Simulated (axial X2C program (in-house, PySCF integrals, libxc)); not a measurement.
# How accurate are the levels of theory? Ground states of 36 diatomic molecules

All values come from calculations with an in-house all-electron X2C program for linear molecules (integrals from PySCF), spin-free (one-electron X2C) or two-component (2c: spin–orbit coupling with atomic mean-field Coulomb and Gaunt terms, which also bring small scalar terms), in Dyall basis sets with cores contracted in-house; open shells are unrestricted. Triple-zeta sets; coupled cluster and MP2 as said below; coupled cluster in natural virtuals with an MP2 remainder. The sets of molecules differ from row to row, since curves that failed a check are left out, hard cases more often.

Measured values: Huber and Herzberg, Constants of Diatomic Molecules (1979). Errors are computed minus measured. MP2 and coupled cluster freeze inner shells, in many runs the outer core of a metal too (1s of Li among them), which lengthens bonds; no counterpoise correction.

Molecules: AlCl, AlI, BH, BeO, BrCl, Br₂, CS, CaS, CuF, GeS, GeSe, GeTe, HI, IF, KH, LiBr, LiH, LiI, Li₂, MgH, MnH, NH, NO⁺, NaH, NbO, N₂, PN, PbO, PbS, P₂, RbH, SeS, SnS, SrS, S₂, TlCl.

Errors of the bond length in Å:

```
            level  molecules    mean  mean absolute         worst
     HF spin-free         35   0.004          0.032   0.111 (Li₂)
   TPSS spin-free          8   0.017          0.023  0.046 (TlCl)
   PBE0 spin-free         36  -0.001          0.010   0.055 (Li₂)
    MP2 spin-free         33   0.016          0.021   0.082 (Li₂)
   CCSD spin-free         32   0.012          0.014   0.056 (CaS)
CCSD(T) spin-free         32   0.019          0.019   0.070 (CaS)
            HF 2c         27   0.011          0.031   0.112 (Li₂)
          TPSS 2c          8   0.019          0.025    0.041 (IF)
          PBE0 2c         33   0.001          0.010   0.055 (Li₂)
           MP2 2c         23   0.012          0.018   0.082 (Li₂)
          CCSD 2c         24   0.014          0.014   0.047 (SrS)
       CCSD(T) 2c         24   0.019          0.019   0.061 (SrS)
```

Errors of the harmonic wavenumber in per cent:

| level | molecules | mean | mean absolute | worst |
| --- | --- | --- | --- | --- |
| HF spin-free | 34 | 6.6 | 8.0 | 21.4 (PbO) |
| TPSS spin-free | 7 | -1.1 | 2.0 | -3.9 (BrCl) |
| PBE0 spin-free | 34 | 2.2 | 2.8 | 9.3 (PbO) |
| MP2 spin-free | 32 | -0.4 | 3.3 | -12.2 (PN) |
| CCSD spin-free | 31 | 1.2 | 2.1 | 8.8 (PbO) |
| CCSD(T) spin-free | 31 | -1.1 | 1.6 | -7.1 (CaS) |
| HF 2c | 26 | 5.1 | 7.0 | 19.5 (NO⁺) |
| TPSS 2c | 7 | -1.8 | 2.7 | -4.6 (BrCl) |
| PBE0 2c | 31 | 1.7 | 2.4 | 6.3 (PN) |
| MP2 2c | 22 | 0.6 | 2.6 | -7.1 (N₂) |
| CCSD 2c | 23 | 0.4 | 1.4 | 3.7 (NO⁺) |
| CCSD(T) 2c | 23 | -1.3 | 1.5 | -5.7 (SrS) |

Q: Among the 2c rows with eight molecules or more, which level has the smallest mean absolute error in Re, which in ωe, and which makes bonds stiffest on average?

A: Re: PBE0 2c (0.010 Å); ωe: CCSD 2c (1.4 %); stiffest: HF 2c (mean error 5.1 %). The rows hold different sets of molecules, so close figures do not rank the methods.
